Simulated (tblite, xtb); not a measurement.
F3Hf (SMILES [F][Hf+]([F])[F]), charge +1, singlet, at a GFN2-xTB geometry (such geometries of metal compounds can be far from the true shape) (the multiplicity is a formal guess). Base run: xtb 6.7.1 with GFN1-xTB.

The xtb input:
```
$ xtb mol.xyz --gfn 1 --chrg 1 --json

# file mol.xyz
4

Hf     0.02643004     0.24370484     0.07704611
F      1.52633092    -0.79543891    -0.29280991
F     -0.83493396    -0.99952485     1.16274766
F     -0.90283724    -0.15467495    -1.48630661
```

Programs used: tblite, xtb; a row that names a program was run with it.

Each row names what was changed in the base input (with any setting that the change needs).

```
change                                                         ΔE vs base (kJ/mol)  HOMO-LUMO gap (eV)  G_solv (kcal/mol)  SCF cycles
-------------------------------------------------------------  -------------------  ------------------  -----------------  ----------
base                                                                          0.00                3.53                  -          12
alpb = dmso                                                                 -194.2                3.55             -46.44          11
gbsa = methanol                                                             -190.9                3.55             -45.66          10
acc = 1000                                                                    0.00                3.54                  -           9
program = tblite; method = gfn1; option = --spin-polarized                    0.00                   -                  -           -
program = tblite; method = gfn1                                               0.00                   -                  -           -
program = tblite; method = gfn1; option = (--efield, 0,0,0.1)                -4.75                   -                  -           -
etemp = 5000                                                                 -7.47                3.64                  -          11
acc = 0.1                                                                     0.00                3.53                  -          12
```

ALPB and GBSA are two models with their own fitted parameters for each solvent, which aren't always the measured dielectric constant.
